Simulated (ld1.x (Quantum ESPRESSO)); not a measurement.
# K: excitation energies, all-electron against TM

* Element: K (Z = 19)
* Generator: ld1.x (Quantum ESPRESSO) 7.5
* Type: norm-conserving Troullier–Martins (Kleinman–Bylander form)
* Functional: PBEsol
* Relativity: scalar-relativistic
* Frozen core: [Ne]
* Valence charge: 9
* Reference configuration: 3s2 3p6 4s1 4p0
* Partial waves: 3s (bound): rc 2.15 bohr; 3d channel at 0.05 Ry: rc 1.75 bohr; 3p (bound): rc 1.30 bohr
* Local potential: the p channel
* Core correction: none

Occupied shells without a wave of their own: 4s. They enter only through the test configuration that unscreens the potential.

Energies are relative to the spin-unpolarised reference configuration 3s2 3p6 4s1 4p0; without spin polarisation the order of configurations can differ from experiment. The frozen-core shift is the all-electron ΔE with the core orbitals held at their reference shape minus the fully relaxed ΔE.

Give the all-electron excitation energy and the error of the potential for: 3s2 3p6 4s0 4p0; 3s2 3p6 4s0.5 4p0; 3s2 3p6 4s0 4p1; 3s1 3p6 4s1 4p0; 3s2 3p5 4s1 4p0.

| valence configuration | charge | ΔE all-electron (eV) | error AE − PS (meV) | frozen-core shift (meV) |
| --- | --- | --- | --- | --- |
| 3s2 3p6 4s0 4p0 | +1 | 4.217 | -153 | 0.0 |
| 3s2 3p6 4s0.5 4p0 | +0.5 | 1.621 | -57 | 0.0 |
| 3s2 3p6 4s0 4p1 | 0 | 1.517 | -99 | 0.0 |
| 3s1 3p6 4s1 4p0 | +1 | 41.898 | -18 | +3.3 |
| 3s2 3p5 4s1 4p0 | +1 | 24.896 | +90 | +3.3 |

Levels in the configuration 3s2 3p6 4s0 4p1:

| level | all-electron (eV) | pseudo (eV) |
| --- | --- | --- |
| 3s | -36.769 | -36.922 |
| 3p | -20.276 | -20.416 |
| 4p | -1.366 | -1.408 |
